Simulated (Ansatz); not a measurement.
Cartesian coordinates (Å):
```xyz
24

B     -2.8396     0.8713     0.8024
C     -1.5286     0.1267     0.4517
C     -1.1630    -0.0854    -1.0277
C     -0.0994    -1.1749    -1.2079
C      1.1771    -0.8881    -0.3823
C      1.9875     0.2281    -1.0038
C      2.5775     1.2669    -0.3872
C      0.8099    -0.6852     1.1002
C     -0.2781     0.3791     1.3124
H     -3.0245     1.2959     1.9315
H     -3.7547     0.9214    -0.0036
H     -1.9948    -0.8519     0.8186
H     -2.0703    -0.3244    -1.6198
H     -0.7718     0.8754    -1.4301
H      0.1637    -1.2888    -2.2815
H     -0.5200    -2.1524    -0.8828
H      1.8181    -1.7983    -0.4549
H      2.1135     0.1363    -2.0995
H      2.5007     1.4287     0.6997
H      3.1710     2.0009    -0.9537
H      1.7170    -0.4390     1.6914
H      0.4409    -1.6565     1.4974
H      0.1232     1.3794     1.0444
H     -0.5551     0.4348     2.3853
```
Charge 0, spin multiplicity 1.

Calculation: frozen-core CCSD(T)/cc-pVDZ // PBE-D3(BJ)/def2-SVP (Ansatz, a quantum-chemistry and plane-wave program).

The HF energy is -336.34271 Ha. The MP2 correlation energy is -1.20413 Ha.

Estimate the CCSD correlation energy, the (T) correction, the total energy and the T1 diagnostic.


- CCSD correlation energy: -1.30900 Ha
- (T) correction: -0.04561 Ha
- CCSD(T) total energy: -337.69732 Ha
- T1 diagnostic: 0.009
